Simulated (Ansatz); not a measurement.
Computed with frozen-core CCSD(T)/cc-pVTZ // B3LYP-D3(BJ)/def2-TZVP in Ansatz (a program for electronic structure). The restricted HF reference is unstable towards unrestricted orbitals.

Ansatz 0.2 input:
```yaml
crystal:
  periodic: [false, false, false]
  atoms:
    - { symbol: C, position_ang: [1.840448, -0.697385, 0.412432] }
    - { symbol: C, position_ang: [0.928086, 0.229501, 0.109088] }
    - { symbol: C, position_ang: [0.950616, 1.487838, 0.797541] }
    - { symbol: N, position_ang: [0.938877, 2.512798, 1.323856] }
    - { symbol: C, position_ang: [-0.17471, 0.050459, -0.896311] }
    - { symbol: Si, position_ang: [-1.853806, -0.318141, -0.089726] }
    - { symbol: H, position_ang: [1.844934, -1.653117, -0.094725] }
    - { symbol: H, position_ang: [2.594229, -0.522664, 1.16635] }
    - { symbol: H, position_ang: [-0.279159, 0.949602, -1.508185] }
    - { symbol: H, position_ang: [0.070666, -0.776485, -1.565246] }
    - { symbol: H, position_ang: [-2.888004, -0.400892, -1.147215] }
    - { symbol: H, position_ang: [-1.768513, -1.61321, 0.623298] }
    - { symbol: H, position_ang: [-2.203665, 0.751697, 0.868844] }
basis:
  gaussian: { orbitals: cc-pVTZ }
correlation:
  method: ccsd_t
```

Output:

```
Functional definition: HF
1611 factors; integrals over basis functions are off by at most 9.0e-4 eV
mean field evaluation 1: about -13573.4921 eV, gradient 3.7e1 eV
mean field evaluation 2: about -13573.8988 eV, gradient 3.8e1 eV
mean field evaluation 4: about -13577.9053 eV, gradient 7.1e0 eV
mean field evaluation 8: about -13578.0571 eV, gradient 3.8e-1 eV
mean field evaluation 16: about -13573.4924 eV, gradient 3.7e1 eV
mean field -13578.05781002 eV, -498.9844209800 hartree, gradient 1.6e-6 eV, S^2 0.000000; 0 other end points of the search recorded, 0 dependent functions left out; unrestricted orbitals would lower it
10 core orbitals not correlated
reference -13578.05781002 eV, -498.9844209800 hartree; 16, 16 occupied and 256, 256 virtual orbitals, 1611 factors
second order -26.01329682 eV of doubles, -0.00000000 eV of singles
cycle   1  -26.19574677 eV  change   -1.8e-1 eV  update   1.3e-1
cycle   2  -26.99800407 eV  change   -8.0e-1 eV  update   4.0e-2
cycle   3  -27.16963959 eV  change   -1.7e-1 eV  update   1.8e-2
cycle   4  -27.16475621 eV  change    4.9e-3 eV  update   5.0e-3
cycle   5  -27.16754261 eV  change   -2.8e-3 eV  update   2.2e-3
cycle   6  -27.16829320 eV  change   -7.5e-4 eV  update   5.1e-4
cycle   7  -27.16824175 eV  change    5.1e-5 eV  update   2.4e-4
cycle   8  -27.16826736 eV  change   -2.6e-5 eV  update   7.8e-5
cycle   9  -27.16828188 eV  change   -1.5e-5 eV  update   3.8e-5
perturbative correction -1.31024844 eV, -0.0481507420 hartree
Total energy: -13606.53634034 eV, -500.0309876660 hartree
```

Cost: about 30 core-minutes (a rough figure).
